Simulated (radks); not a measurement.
Values are calculated unless marked as measured or tabulated.
Removal energies from the gallium ion Ga11+, [Ar] 3d(3/2: 2, 5/2: 0), by Delta-SCF beside the eigenvalue of the level emptied. Code: a radial shooting solver on a logarithmic mesh with Libxc functionals. Model: Dirac Kohn-Sham, BLYP, spin-unpolarised, spherical densities, finite nucleus; Fermi nuclear charge, rms radius of each element as measured or else 0.836 A^(1/3) + 0.57 fm. Sub-shells are occupied by j as written (lower j first in brackets).

removed from,final configuration,Delta-SCF (eV),-eigenvalue (eV)
3d3/2,"[Ar] 3d(3/2: 1, 5/2: 0)",317.19,297.86
3p3/2,"[Ne] 3s2 3p(1/2: 2, 3/2: 3) 3d(3/2: 2, 5/2: 0)",394.25,375.98
3p1/2,"[Ne] 3s2 3p(1/2: 1, 3/2: 4) 3d(3/2: 2, 5/2: 0)",399.20,380.75
3s1/2,"[Ne] 3s1 3p6 3d(3/2: 2, 5/2: 0)",446.79,428.47
